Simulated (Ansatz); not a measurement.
Calculated with Ansatz (gas phase, PBE0-D4/def2-TZVP geometries, no zero-point term in ΔE). CCSD(T)/CBS adds triple-zeta CCSD(T) − MP2 to the extrapolated MP2 energy (def2 sets, frozen cores). DFT in def2-TZVPP. Elements past krypton have def2 core potentials. For Ge, In outer-core shells are correlated without core-valence functions, which leaves a few kJ/mol of doubt a bond. Scalar relativity is left out up to krypton. Each species was taken in one conformer, which may not be the lowest.

`C[NH][InH][CH3]` + `[F][GeH2][O][SiH3]` → `[CH3][InH][O][SiH3]` + `C[NH][GeH2][F]`  (redistribution)

`C[NH][InH][CH3]`:

Z-matrix (Å, degrees):
```
C
N 1 1.442
H 1 1.099 2 112.8
H 1 1.099 2 112.8 3 -121.7
H 1 1.093 2 110.0 3 119.2
In 2 2.018 1 128.2 3 -118.8
H 2 1.008 1 112.5 3 61.0
C 6 2.144 2 115.2 1 179.7
H 6 1.718 2 113.0 1 -0.2
H 8 1.090 6 110.4 2 5.5
H 8 1.091 6 110.5 2 126.1
H 8 1.091 6 110.1 2 -114.7
```

`[F][GeH2][O][SiH3]`:

Cartesian coordinates in Å:
```
F -0.551 -1.749 -1.499
Ge -1.350 -0.784 -0.298
O -0.089 -0.101 0.708
Si 1.260 0.799 0.446
H -2.181 -1.724 0.573
H -2.089 0.322 -1.058
H 2.429 -0.077 0.185
H 1.062 1.704 -0.720
H 1.508 1.609 1.664
```

`[CH3][InH][O][SiH3]`:

Z-matrix (Å, degrees):
```
C
In 1 2.133
H 1 1.091 2 108.8
H 1 1.092 2 108.8 3 -117.6
H 1 1.089 2 112.1 3 121.6
O 2 2.006 1 110.8 3 49.7
H 2 1.705 1 140.1 3 -130.7
Si 6 1.619 2 137.4 1 -2.4
H 8 1.493 6 111.7 2 89.4
H 8 1.490 6 110.7 2 -150.4
H 8 1.497 6 112.0 2 -30.4
```

`C[NH][GeH2][F]`:

Z-matrix (Å, degrees):
```
C
N 1 1.450
H 1 1.097 2 113.8
H 1 1.094 2 110.4 3 122.0
H 1 1.093 2 109.6 3 -120.4
Ge 2 1.805 1 121.9 3 81.4
H 2 1.009 1 113.1 3 -63.2
F 6 1.754 2 111.6 1 -67.2
H 6 1.531 2 109.3 1 176.7
H 6 1.532 2 109.0 1 47.7
```

| species | r2SCAN0 energy (Eh) |
| --- | --- |
| `C[NH][InH][CH3]` | -325.88626 |
| `[F][GeH2][O][SiH3]` | -2544.59140 |
| `[CH3][InH][O][SiH3]` | -597.19632 |
| `C[NH][GeH2][F]` | -2273.28778 |

**Question.** Work out ΔE.

**Answer.** ΔE = (-597.19632) + (-2273.28778) − (-325.88626) − (-2544.59140) = -0.00644 Eh = -16.9 kJ/mol. CCSD(T)/CBS gives -17.3 kJ/mol.

Largest T1 diagnostic among the species: 0.015.

Leaving LDA and LC-ωPBE aside and taking each functional with its dispersion term where it has one, the values, not all of them listed here, spread over 3.8 kJ/mol, from revPBE-D4 to B2PLYP.
